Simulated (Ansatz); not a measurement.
System: sum formula SiBr2Cl (charge 0, doublet). It need not be the lowest isomer of its formula. 
Geometry from a B3LYP-D3(BJ)/def2-TZVP (Ansatz, a first-principles code) optimisation:
```xyz
4

Cl    -0.3491    -0.6659     2.2179
Si    -0.4102    -0.5939     0.1593
Br     1.6635    -0.7752    -0.6519
Br    -1.3299     1.3362    -0.4891
```
Charge 0, spin multiplicity 2.

Parts of the frozen-core correlation energy in def2-TZVPPD (Ansatz, hartree). Frozen orbitals: 38; correlated occupied orbitals by spin: 13 and 12; virtual: 162 and 163. Open shells are spin-unrestricted. No spin-orbit coupling. Non-relativistic.

```csv
term,value
reference (HF),-5893.40616
MP2 opposite-spin,-0.44724
MP2 same-spin,-0.15508
CCSD correlation,-0.64753
(T),-0.03030
T1 diagnostic,0.014
largest doubles amplitude,0.014
<S^2> of the reference,0.758
```
